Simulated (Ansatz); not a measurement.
Ansatz (a first-principles code) input (PBE0/6-31G*):

Ansatz 0.2 input:
```yaml
crystal:
  periodic: [false, false, false]
  atoms:
    - {symbol: Si, position_ang: [0.07306154, 0.14389238, -0.13186704]}
    - {symbol: O, position_ang: [-0.40198501, -1.22293485, 1.06031273]}
    - {symbol: N, position_ang: [-1.23679699, 1.10122124, -0.51362620]}
    - {symbol: N, position_ang: [1.11178217, 0.90694479, 0.94705023]}
    - {symbol: N, position_ang: [0.46816591, -0.90381849, -1.38544050]}
    - {symbol: H, position_ang: [-0.95305827, -1.95606207, 0.74222206]}
    - {symbol: H, position_ang: [-1.49062761, 1.93207328, -0.00302317]}
    - {symbol: H, position_ang: [-1.84748294, 0.92808913, -1.29628097]}
    - {symbol: H, position_ang: [1.24629344, 1.90660635, 0.90403451]}
    - {symbol: H, position_ang: [1.91597813, 0.45240022, 1.35360866]}
    - {symbol: H, position_ang: [1.18176776, -1.61324241, -1.30719870]}
    - {symbol: H, position_ang: [0.34950567, -0.61643491, -2.34595979]}
    - {symbol: H, position_ang: [-0.61141539, -0.99487691, 1.98034937]}
basis:
  gaussian:
    orbitals: 6-31G*
hamiltonian:
  xc: {name: PBE0}
total_charge: 1
```

Output:

```
Functional definition: PBE0
integrals: 0.05 GiB planned
955 factors; integrals over basis functions are off by at most 9.5e-4 eV
mean field: 0.38 GiB planned
mean field evaluation 1: about -14487.4201 eV, gradient 1.1e2 eV
mean field evaluation 2: about -14476.7924 eV, gradient 1.3e2 eV
mean field evaluation 4: about -14509.8163 eV, gradient 1.4e0 eV
mean field evaluation 8: about -14510.1575 eV, gradient 2.9e-1 eV
mean field evaluation 16: about -14510.1577 eV, gradient 3.3e-5 eV
mean field -14510.15768865 eV, -533.2384597197 hartree, gradient 3.3e-5 eV, S^2 0.000000; 0 other end points of the search recorded, 0 dependent functions left out
reference -14510.15771148 eV, -533.2384605589 hartree; 25, 25 occupied and 70, 70 virtual orbitals, 955 factors
Total energy: -14510.15771148 eV, -533.2384605589 hartree
```

It need not be the lowest isomer of its formula.
